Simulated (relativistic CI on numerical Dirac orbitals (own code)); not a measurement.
Ce3+ (4f) in a crystal field

Calculated by Dirac-Coulomb-Breit CI, KLI orbitals optimised for each configuration, QED by a radiative potential, one configuration in a parametric crystal field, unscaled Slater integrals (own radial code).

Field parameters in Wybourne normalisation; cubic f-shell fields have B⁴₄ = √(5/14) B⁴₀ and B⁶₄ = −√(7/2) B⁶₀. The field is a parameter set, without covalency.

S and J are read from ⟨S²⟩ = S(S + 1) and ⟨J²⟩ = J(J + 1) of each level; they are not fictitious spins.

C2v, B20 = -550, B22 = -60, B40 = -140, B42 = -240, B44 = 340, B60 = -220, B62 = 80, B64 = 490, B66 = 220 cm⁻¹, the lowest 7 levels:

| E (cm⁻¹) | Degeneracy | S | J |
| --- | --- | --- | --- |
| 0.0 | 2 | 0.50 | 2.50 |
| 131 | 2 | 0.50 | 2.51 |
| 325 | 2 | 0.50 | 2.50 |
| 2124 | 2 | 0.50 | 3.50 |
| 2200 | 2 | 0.50 | 3.50 |
| 2396 | 2 | 0.50 | 3.50 |
| 2501 | 2 | 0.50 | 3.50 |

Principal g values of the ground doublet: 0.49, 0.57, 3.57.

C2v, B20 = -770, B22 = 120, B40 = -640, B42 = -110, B44 = -660, B60 = -300, B62 = -350, B64 = 520, B66 = 310 cm⁻¹, the lowest 7 levels:

| E (cm⁻¹) | Degeneracy | S | J |
| --- | --- | --- | --- |
| 0.0 | 2 | 0.50 | 2.51 |
| 239 | 2 | 0.50 | 2.51 |
| 516 | 2 | 0.50 | 2.51 |
| 2084 | 2 | 0.50 | 3.50 |
| 2341 | 2 | 0.50 | 3.49 |
| 2579 | 2 | 0.50 | 3.50 |
| 2672 | 2 | 0.50 | 3.49 |

Principal g values of the ground doublet: 0.95, 1.77, 3.10.

Oh, B40 = -1720, B60 = 740 cm⁻¹, the lowest 5 levels:

| E (cm⁻¹) | Degeneracy | Irrep | S | J |
| --- | --- | --- | --- | --- |
| 0.0 | 4 | Γ8 | 0.50 | 2.50 |
| 338 | 2 | Γ7 | 0.50 | 2.57 |
| 2121 | 4 | Γ8 | 0.50 | 3.50 |
| 2163 | 2 | Γ6 | 0.50 | 3.50 |
| 2963 | 2 | Γ7 | 0.50 | 3.45 |

The next free-ion level lies 2139 cm⁻¹ above the lowest; the field splits the ground level into components whose J stays near 5/2 as long as their spread is small against that gap.

Levels of this model without a field, named by their leading LS term: ²F°5/2 0, ²F°7/2 2139 cm⁻¹.
